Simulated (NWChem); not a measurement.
Molecule: ZnBrF; SMILES [F][Zn][Br]

Program: NWChem. Pople sets run with spherical d functions. Medium grid unless said otherwise, to which SCAN and Minnesota functionals are sensitive. Geometry: optimised at PBE0/def2-SVP. Hybrids' shares of exact exchange are those that their runs print; pure functionals count as 0. The functionals differ in more than this share.

```
row            share of exact exchange  highest occupied level (eV)
-------------  -----------------------  ---------------------------
PBE/6-31G*                        0.00                        -7.29
SCAN/6-31G*                       0.00                        -7.66
B3LYP/6-31G*                      0.20                     withheld
PBE0/6-31G*                       0.25                        -8.65
M06-2X/6-31G*                     0.54                        -9.92
```

Question: Fit a straight line of the last column on the one before it, predict the withheld value, and compare with the run.

Answer: 
1. Means of the 4 shown rows: x = 0.198, y = -8.380. Slope Σ(x − x̄)(y − ȳ)/Σ(x − x̄)² = -0.8991/0.1981 = -4.539; intercept -7.484.
2. The shown rows scatter about the line by 0.132 (root mean square); the largest residual is +0.19, at PBE/6-31G*.
3. At x = 0.20 (B3LYP/6-31G*; inside the shown range) the line gives -8.39.
4. The run gives -8.36, +0.03 from the line, 0.2 times the scatter.
